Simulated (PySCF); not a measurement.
Species: C₄H₁₂FNSi₂.
Atom-mapped SMILES: `[CH3:1][NH:2][Si@@H:3]1[CH2:4][CH2:5][C@H:6]([F:7])[SiH2:8]1` (hydrogens: H9, H10, H11 on C1; H12 on N2; H13 on Si3; H14, H15 on C4; H16, H17 on C5; H18 on C6; H19, H20 on Si8)

Computed with PySCF at PBE0/def2-SVPD, non-relativistic, on one gas-phase PBE0-D3(BJ)/def2-SVP geometry that isn't relaxed in the solvent. The solvent is an IEF-PCM continuum (cavity from Bondi-type radii × 1.2). Only the electrostatic response of the medium enters.

Gas phase at PBE0/def2-SVPD: HOMO -6.28 eV, LUMO -0.03 eV, dipole 1.10 D.

Q: What does the continuum do to the energy, the frontier levels and the dipole at PBE0/def2-SVPD in benzene and water?

A: 
| solvent | ε | E(solvent) − E(gas) (kcal/mol) | polarisation term (kcal/mol) | distortion of the solute (kcal/mol) | HOMO (eV) | LUMO (eV) | dipole (D) |
| --- | --- | --- | --- | --- | --- | --- | --- |
| benzene | 2.271 | -1.49 | -1.57 | 0.08 | -6.21 | 0.04 | 1.25 |
| water | 78.36 | -3.43 | -3.91 | 0.48 | -6.19 | 0.08 | 1.50 |

The first energy column is the sum of the next two and covers electrostatics alone. From benzene to water the lowering changes by a factor 2.30, Onsager's factor (ε − 1)/(2ε + 1) by 2.14 and ε itself by 34.5.

Q: Which radius a makes the point-dipole formula ΔE = −[(ε − 1)/(2ε + 1)]·μ²/a³ give the value in water, with the gas-phase dipole?

A: μ = 0.434 au and |ΔE| = 0.00547 Eh give a = 1.36 Å; the farthest nucleus lies 3.49 Å from the centroid of the nuclei, so such a sphere wouldn't even hold the nuclei. The formula assumes a rigid point dipole at the centre of a sphere.

Q: How does the static polarisability (PBE0/def2-SVPD, frozen core, with the continuum's full static response) change?

A: 
| medium | isotropic (au) | principal values (au) | ⟨r²⟩ of the electrons (bohr²) |
| --- | --- | --- | --- |
| gas | 110.8 | 102.3, 111.0, 119.0 | 1408.7 |
| benzene | 128.1 | 118.8, 128.8, 136.6 | 1408.4 |
| water | 156.2 | 147.2, 156.7, 164.8 | 1407.8 |

The isotropic value in water is 1.41 times the gas-phase one; no cavity-field correction is applied. ⟨r²⟩ is taken about the centre of nuclear charge.
